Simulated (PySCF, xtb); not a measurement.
Al(Me)(Cl) (CH3AlCl), SMILES [CH3][Al][Cl], multiplicity 2.

Harmonic wavenumbers (cm⁻¹) from GFN2-xTB run with xtb at its own minimum, in rising order: 57, 105, 468, 477, 546, 606, 1272, 1443, 1446, 2923, 2930, 2953.

### Question
What does PySCF with PBE-D3(BJ)/def2-TZVP give at its own minimum? (An estimate is asked for; the answer gives what the named calculation found.)

### Answer
63, 151, 455, 549, 596, 667, 1132, 1381, 1392, 2961, 3044, 3074. Paired by order, the mean absolute difference is 65 cm⁻¹ and the zero-point energies are 21.8 and 22.1 kcal/mol.
